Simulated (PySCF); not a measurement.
**Mn: ionisation energy**

Mn [Ar] 3d5 4s2 (6S) → Mn⁺ [Ar] 3d5 4s1 (7S), as a difference of total energies. Calculation: PySCF 2.14, in def2-QZVPPD (11s6p5d4f2g, 100 functions); no relativity, point nucleus. Correlated levels: valence: [Ar] frozen; valence and next inner shell: [Ne] frozen. The calculations carry no spin-orbit coupling.

```tsv
method	ionisation energy (eV)
UHF	5.972
LDA	7.486
PBE	7.163
PBE0	7.025
r2SCAN	6.881
M06-L	7.547
BP86	7.377
TPSSh	6.996
TPSS	7.030
MP2 (valence)	6.972
SCS-MP2 (valence)	7.195
MP2 (valence and next inner shell)	7.079
SCS-MP2 (valence and next inner shell)	7.201
```

Question: How much does correlation contribute at MP2 (valence and next inner shell)?

Answer: 7.079 − (5.972) = 1.107 eV, measured against UHF.

These non-relativistic numbers lack the scalar-relativistic shift.

Errors of the correlated levels include the incompleteness of this basis and the frozen core.

MP2 underrates the near-degeneracy of ns² with np² in the lower species.

For comparison: 7.434 eV (measured; NIST Atomic Spectra Database, ionization energies).
